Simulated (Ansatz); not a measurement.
The cluster Sr₃S₄⁻. Total charge -1; doublet. Geometry PBE-D4/def2-SVPD.

```xyz
7

Sr   -1.140   -0.545    1.756
Sr    1.588    1.548    0.195
Sr   -0.043   -1.355   -1.765
S     0.952    1.173   -2.528
S    -2.466   -1.708   -0.441
S     1.424   -1.231    0.638
S    -0.315    2.120    2.145
```

In the def2 sets Sr takes a core potential; there is no spin–orbit coupling. At PBE-D4/def2-TZVPD, r2SCAN-D4/def2-TZVPD an occupied level of the charge -1 doublet lies above an empty one (by up to 0.03 eV), so this SCF solution is probably not the lowest. At PBE-D4/def2-TZVPD, r2SCAN-D4/def2-TZVPD the gap within one spin of the charge -1 doublet nearly closes, so an electron or hole may be smeared out by delocalisation error. The geometry of the doublet was relaxed on an unsound state (an occupied level 0.03 eV above an empty one). The structure comes from a short search, and lower isomers may exist.

Question: Estimate the α-spin orbital energies around the gap (eV) in Ansatz with PBE-D4/def2-TZVPD, r2SCAN-D4/def2-TZVPD, PBE0-D4/def2-TZVPD.

Answer: 
```
orbital  PBE-D4/def2-TZVPD  r2SCAN-D4/def2-TZVPD  PBE0-D4/def2-TZVPD
 HOMO−9              -2.15                 -2.29               -3.25
 HOMO−8              -1.81                 -2.08               -3.14
 HOMO−7              -1.77                 -1.98               -2.96
 HOMO−6              -1.68                 -1.85               -2.75
 HOMO−5              -1.57                 -1.78               -2.63
 HOMO−4              -1.50                 -1.68               -2.45
 HOMO−3              -1.45                 -1.64               -2.38
 HOMO−2              -1.44                 -1.59               -2.33
 HOMO−1              -1.43                 -1.58               -2.33
   HOMO              -1.27                 -1.42               -2.14
   LUMO               1.07                  1.53                1.56
 LUMO+1               1.43                  1.88                1.87
 LUMO+2               1.45                  1.91                1.96
 LUMO+3               2.47                  2.87                2.91
 LUMO+4               2.47                  2.88                2.92
 LUMO+5               2.49                  2.91                2.96
 β HOMO              -0.98                 -1.04               -1.53
 β LUMO              -1.01                 -1.05               -0.72
```
